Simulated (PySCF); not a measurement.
CH₃F₂OSb. Atoms are numbered in the order given.

```xyz
8

Sb    -0.5074     0.3148     0.0000
F     -0.4309    -1.0224     1.4058
F     -0.4309    -1.0224    -1.4058
O      1.4103     0.7303     0.0000
C      2.3923    -0.2997     0.0000
H      3.3828     0.1811     0.0000
H      2.3060    -0.9395     0.8948
H      2.3060    -0.9395    -0.8948
```
Charge 0, spin multiplicity 1.

Coordinates come from a B3LYP-D3(BJ)/def2-SVP optimisation. The def2 effective core potentials stand for the cores of Sb; spin–orbit coupling is left out. One conformer was computed; it need not be the lowest.

Method: TDA-PBE/def2-SVPD run with PySCF.

Vertical excitations.  State labels are in the subgroup Cs.

```csv
state,symmetry,energy (eV),λ (nm),f,main pairs
S1,A",4.84,256,0.001,HOMO→LUMO+1 99 %
S2,A',5.06,245,0.024,HOMO→LUMO 91 %
S3,A",5.23,237,0.009,HOMO−1→LUMO 97 %
S4,A',5.44,228,0.031,HOMO−1→LUMO+1 91 %
S5,A",6.12,202,0.000,HOMO→LUMO+2 98 %
S6,A',6.71,185,0.037,"HOMO−2→LUMO+1 66 %, HOMO−1→LUMO+2 14 %, HOMO−3→LUMO 11 %"
S7,A",6.79,183,0.054,"HOMO−2→LUMO 64 %, HOMO−3→LUMO+1 19 %"
S8,A',6.93,179,0.016,HOMO−3→LUMO 77 %
S9,A',7.01,177,0.013,HOMO−4→LUMO 77 %
S10,A",7.03,176,0.006,"HOMO−3→LUMO+1 55 %, HOMO−4→LUMO+1 39 %"
T1,A',4.44,279,0,HOMO→LUMO 100 %
T2,A",4.66,266,0,HOMO→LUMO+1 99 %
T3,A",4.91,253,0,HOMO−1→LUMO 95 %
T4,A',4.98,249,0,HOMO−1→LUMO+1 95 %
```
Triplets are in the Tamm–Dancoff approximation.
